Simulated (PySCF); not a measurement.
BHandHLYP on H⁻ (hydrogen, charge -1), 1s2, closed-shell 1S. Calculation: PySCF 2.14, in dyall-av3z (10s3p2d, 29 functions); the non-relativistic Hamiltonian (point nucleus).

```
cycle= 1 E= -0.523315141439598  delta_E= -0.000456  |g|= 0.00231  |ddm|= 0.0387
cycle= 2 E= -0.523340585526331  delta_E= -2.54e-05  |g|= 0.00167  |ddm|= 0.0215
cycle= 3 E= -0.523344158645875  delta_E= -3.57e-06  |g|= 0.000355  |ddm|= 0.00239
cycle= 4 E= -0.523344486826714  delta_E= -3.28e-07  |g|= 2.86e-05  |ddm|= 0.00315
cycle= 5 E= -0.523344489598331  delta_E= -2.77e-09  |g|= 8.84e-07  |ddm|= 0.000377
cycle= 6 E= -0.523344489600975  delta_E= -2.64e-12  |g|= 2.18e-08  |ddm|= 1.43e-05
converged SCF energy = -0.523344489600975  <S^2> = -2.6645353e-15  2S+1 = 1
```

Highest occupied orbital energy: 0.080 eV; ⟨L²⟩ = 0.00; populations by l: s 2.00, p 0.00, d 0.00.

**Question.** Can this result be used?

**Answer.** With care. The run converged. At BHandHLYP the highest occupied level has a positive energy, so only the finite basis holds that electron; in a semilocal or global hybrid functional this comes from self-interaction and does not mean that the real anion is unbound.
